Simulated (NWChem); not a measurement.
System: SiH3O3I; SMILES O[Si](O)(O)I

```xyz
8

O      0.0447     1.5456    -1.8514
Si     0.0000     0.0000    -1.3116
O      1.3161    -0.8115    -1.8514
O     -1.3608    -0.7341    -1.8514
I      0.0000     0.0000     1.1547
H      0.7634     2.1053    -1.5422
H      1.4415    -1.7137    -1.5422
H     -2.2049    -0.3915    -1.5422
```
Atoms are numbered in this order, from 1.

All runs: NWChem. STO-3G and 3-21G are far too small for this property and stand as cheap habits. Structure relaxed at the PBE0/def2-SVP (def2 core potentials past Kr) level. No frequency run checked for a minimum. B3LYP is NWChem's, with the RPA form of VWN correlation. Field at 589 nm.

Task: What does the run give for B3LYP/STO-3G (all-electron, non-relativistic)? Quantities: isotropic polarisability (bohr³); anisotropy (bohr³).

Result: 
```json
{
  "isotropic polarisability (bohr³)": "27.1",
  "anisotropy (bohr³)": "17.7"
}
```
